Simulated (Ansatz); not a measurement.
The lowest doublet and quartet of CH (SMILES [CH]); geometries from B3LYP-D3(BJ)/def2-TZVP, each state relaxed from the structure named, with no frequency check.
Doublet at the quartet's geometry (charge 0, multiplicity 2):
```xyz
2

C      0.000     0.000    -0.156
H      0.000     0.000     0.938
```

A positive gap puts the quartet lower; no zero-point energy. U- takes an unrestricted doublet. The quartet is unrestricted in single-reference levels. Active spaces average the two states.

Frozen-core correlation.

Programs: Ansatz (a program for electronic structure). 

U-PBE/def2-TZVPP (spin-contaminated) gives -0.598 eV for the gap E(doublet) − E(quartet), vertical, at the quartet's geometry.

### Question
Where do these levels fall relative to PBE: U-wB97M-V/def2-TZVPP, SC-NEVPT2 on SA-CASSCF(5,5)/cc-pVQZ, FIC-MRCISD+Q on SA-CASSCF(5,5)/cc-pVQZ, FCI/cc-pVTZ.

### Answer
U-wB97M-V/def2-TZVPP -0.243; SC-NEVPT2 on SA-CASSCF(5,5)/cc-pVQZ -0.108; FIC-MRCISD+Q on SA-CASSCF(5,5)/cc-pVQZ -0.168; FCI/cc-pVTZ -0.081 eV. 0 of 4 lie above PBE; the widest gap is to U-wB97M-V/def2-TZVPP.
